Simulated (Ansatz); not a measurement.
Level of theory: B3LYP-D3(BJ)/def2-TZVP // PBE0-D3(BJ)/def2-SVP run with Ansatz (a first-principles code). Isolated molecules, 0 K electronic values unless said otherwise. B3LYP has the VWN-RPA correlation part, as in Gaussian.  In the def2 sets, heavy atoms carry core potentials.

Reference species (SMILES): `[CH3][Sn]([Cl])([Cl])[Cl]` (neutral, multiplicity 1).

```
Property         Value
-------------  -------
dipole moment   3.49 D
HOMO–LUMO gap  6.29 eV
```

Changed species: `F[C](F)(F)[Sn]([Cl])([Cl])[Cl]` (Y = trifluoromethyl; the reference has Y = methyl).

Problem. Predict the effect on the dipole moment and HOMO–LUMO gap.

Solution. the dipole moment decreases by 2.91 D, to 0.58 D; the HOMO–LUMO gap drops by 0.38 eV, to 5.91 eV.
